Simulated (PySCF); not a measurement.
**Electronic absorption of 3,4-difluorotoluene**

3,4-difluorotoluene, C7H6F2.
Atom-mapped SMILES: `[CH3:1][c:2]1[cH:3][cH:4][c:5]([F:6])[c:7]([F:8])[cH:9]1` (hydrogens: H10, H11, H12 on C1; H13 on C3; H14 on C4; H15 on C9)

Computed with TDDFT CAM-B3LYP/def2-SVPD, vertical, gas phase, core orbitals frozen in the response in PySCF 2.14.0, density-fitted response routines. Isolated species at its GFN2-xTB geometry, gas phase.

Task: Predict the UV-vis stick spectrum at this level.

Result: 

```json
{"state": "S1", "E (eV)": "5.35", "λ (nm)": "231.7", "f": "0.021", "main configurations (H = HOMO, L = LUMO)": "H→L (72%), H-1→L+1 (26%)"}
{"state": "S2", "E (eV)": "6.14", "λ (nm)": "201.8", "f": "0.013", "main configurations (H = HOMO, L = LUMO)": "H→L+1 (55%), H-1→L (42%)"}
{"state": "S3", "E (eV)": "6.79", "λ (nm)": "182.5", "f": "0.0086", "main configurations (H = HOMO, L = LUMO)": "H→L+3 (75%), H→L+2 (15%)"}
{"state": "S4", "E (eV)": "7.03", "λ (nm)": "176.4", "f": "0.506", "main configurations (H = HOMO, L = LUMO)": "H-1→L (47%), H→L+1 (36%), H→L+2 (11%)"}
{"state": "S5", "E (eV)": "7.05", "λ (nm)": "176.0", "f": "0.071", "main configurations (H = HOMO, L = LUMO)": "H→L+2 (64%), H→L+3 (14%)"}
{"state": "S6", "E (eV)": "7.13", "λ (nm)": "174.0", "f": "0.585", "main configurations (H = HOMO, L = LUMO)": "H-1→L+1 (70%), H→L (24%)"}
{"state": "S7", "E (eV)": "7.40", "λ (nm)": "167.6", "f": "0.0059", "main configurations (H = HOMO, L = LUMO)": "H-1→L+3 (69%), H-1→L+2 (23%)"}
{"state": "S8", "E (eV)": "7.55", "λ (nm)": "164.2", "f": "0.0039", "main configurations (H = HOMO, L = LUMO)": "H-1→L+2 (60%), H-1→L+3 (17%)"}
```

Triplets, Tamm–Dancoff:

```
state  E (eV)  λ (nm)  main configurations (H = HOMO, L = LUMO)
   T1    4.09   302.9                  H→L+1 (52%), H-1→L (40%)
   T2    4.51   274.6                                 H→L (93%)
   T3    4.81   257.7                  H-1→L (55%), H→L+1 (43%)
```

The lowest singlet comes at 232 nm (516 kJ/mol) in the ultraviolet; it is weak; its leading configuration is HOMO→LUMO (72%). The most intense listed level is S6 at 7.13 eV (174 nm, f = 0.585), 1.78 eV above S1. Löwdin shares by element: HOMO carbon 66% or more (atoms not listed hold the other 34%); LUMO carbon 66% or more (atoms not listed hold the other 34%). Of the 8 states listed, 5 reach f = 0.01 and none stays under 0.0005. The oscillator strengths of these states sum to 1.213; summed over the whole spectrum of an exact calculation they would give the number of electrons, 66 (Thomas–Reiche–Kuhn). Weighted by f, the mean energy of these states is 7.04 eV. No computed singlet lies in the visible range (380 to 750 nm); the lowest, at 232 nm, stands 2.09 eV above its violet end (3.26 eV). Singlets were solved by full linear response, triplets in the Tamm–Dancoff approximation.
